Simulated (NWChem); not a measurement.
System meant: BiCl₂, doublet; SMILES [Bi]([Cl])[Cl]

Here is an NWChem input.

```
start job
memory heap 200 mb stack 900 mb global 1100 mb
geometry units angstroms noautoz
  Bi     0.000000     0.000000     0.415184
  Cl     1.895173     0.000000    -1.159637
  Cl    -1.895173     0.000000    -1.159637
end
basis spherical
  * library def2-svp
end
dft
  odft
  mult 2
  xc b3lyp
  iterations 150
  mulliken
end
task dft energy
```

End of the output:

```
          Convergence Information
          -----------------------
          Convergence aids based upon iterative change in
          total energy or number of iterations.
          Levelshifting, if invoked, occurs when the
          HOMO/LUMO gap drops below (HL_TOL):  1.00D-02
          DIIS, if invoked, will attempt to extrapolate
          using up to (NFOCK): 10 stored Fock matrices.

                    Damping( 0%)  Levelshifting(0.5)       DIIS
                  --------------- ------------------- ---------------
          dE  on:    start            ASAP                start
          dE off:    2 iters        150 iters           150 iters

      Screening Tolerance Information
      -------------------------------
          Density screening/tol_rho:  1.00D-10
          AO Gaussian exp screening on grid/accAOfunc:  14
          CD Gaussian exp screening on grid/accCDfunc:  20
          XC Gaussian exp screening on grid/accXCfunc:  20
          Schwarz screening/accCoul:  1.00D-08

      Superposition of Atomic Density Guess
      -------------------------------------

      charge =      83.0 Bi (Bismuth)

      symmetry species            s     p     d     f
      number of basis functions =10     7     6     0
      number of cont. functions = 4     4     2     0
      number of closed shells   = 6     4     3     1
      number of open shells     = 0     1     0     0
      open shell occupation     = 0     3     0     0
 ------------------------------------------------------------------------
 atomscf:atomd: error in atom scf                   0
 ------------------------------------------------------------------------
 ------------------------------------------------------------------------
  current input line :
    18: task dft energy
 ------------------------------------------------------------------------
 ------------------------------------------------------------------------
 This error has not yet been assigned to a category
 ------------------------------------------------------------------------
 For more information see the NWChem manual at https://nwchemgit.github.io

0:atomscf:atomd: error in atom scf:Received an Error in Communication
```

### Question
Find the fault in this run and fix the input.

### Answer
The run crashed. Cause: the def2 basis of a heavy element holds valence functions alone and wants its effective core potential (without it all electrons must fit into that basis). This input runs:
```
start job
memory heap 200 mb stack 900 mb global 1100 mb
geometry units angstroms noautoz
  Bi     0.000000     0.000000     0.415184
  Cl     1.895173     0.000000    -1.159637
  Cl    -1.895173     0.000000    -1.159637
end
basis spherical
  * library def2-svp
end
ecp
  Bi library def2-ecp
end
dft
  odft
  mult 2
  xc b3lyp
  iterations 150
  mulliken
end
task dft energy
```
It converges to -1134.91155 Ha (B3LYP/def2-SVP with def2 effective core potentials on Bi, spin-unrestricted).
